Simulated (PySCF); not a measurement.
# Indirect couplings

Bonds (- single, = double, # triple, : aromatic): C1-C2 1.513 Å, C2-C3 1.490 Å, C3-F4 1.326 Å, C3=Se5 1.753 Å. C1 carries H6, H7, H8; C2 carries H9, H10.

Method: B3LYP/pcJ-1 (pcSseg-1 on Se) (spin–dipole term only in couplings to heteroatoms)//PBE0-D3(BJ)/def2-SVP, PySCF; isolated molecule, single conformer, non-relativistic. Couplings are averaged over pairs made equivalent by symmetry, fast rotation or ring inversion, so a value needn't be that of the named pair in this geometry, while other rotamers aren't included; one pair stands for each set, and the list holds those of at least 1.5 Hz over up to four bonds. One-bond C–F couplings come out tens of Hz too large with common functionals.

Isotopes: 13C, 19F, 1H.

```
   pair  bonds  J (Hz)
 C1, C2      1    41.5
 C1, H6      1   135.9
 C2, C3      1       ?
 C2, H9      1   131.5
 C3, F4      1  -476.0
 C1, H9      2       ?
 C2, F4      2    30.3
 C2, H6      2    -3.8
 C3, H9      2       ?
 H6, H7      2       ?
H9, H10      2   -26.5
 C3, H6      3     7.9
 H6, H9      3     8.2
```

Estimate the withheld couplings, with signs.

## Answers


- 1J(C2,C3) = 47.5 Hz (bond length 1.490 Å)
- 2J(C1,H9) = -3.1 Hz (angle at C2 111°)
- 2J(C3,H9) = -11.4 Hz (angle at C2 106°)
- 2J(H6,H7) = -14.0 Hz

Relativistic effects of the heavier atoms present are left out.
